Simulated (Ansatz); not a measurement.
`N=C1S[SiH]1Cl`, relaxed with RKS PBE-D4/def2-SVP in Ansatz 0.2.0 from a rough embedded geometry. The force threshold is 0.03 eV/Å; the program also tests the step.

Total charge 0; spin multiplicity 1.

Start:

```xyz
7

N    -0.546   -1.122   -1.449
C    -0.152   -0.177   -0.714
S     0.454    1.238   -1.249
Si    0.031    0.365    0.928
Cl    1.840    0.196    1.801
H    -0.858   -1.962   -0.834
H    -0.769    1.462    1.518
```

(1) By how much does the energy fall, and how many steps does the optimiser take? (An estimate is asked.)

(2) Which bonds change most? (An estimate is asked.)

(3) Give the relaxed structure. (An estimate is asked.)

## Answers

(1) Computed: 118.32 kJ/mol, in 9 steps, 1 of them rejected.

(2) Computed: S3–Si4 from 2.384 to 2.137 Å; C2–S3 from 1.629 to 1.849 Å; C2–Si4 from 1.739 to 1.847 Å; Si4–Cl5 from 2.016 to 2.069 Å.

(3) Ansatz gave: 
```xyz
7

N    -0.601   -1.244   -1.478
C    -0.207   -0.295   -0.740
S     0.499    1.341   -1.234
Si    0.208    0.676    0.776
Cl    1.846    0.197    1.945
H    -0.935   -2.033   -0.899
H    -0.809    1.359    1.631
```
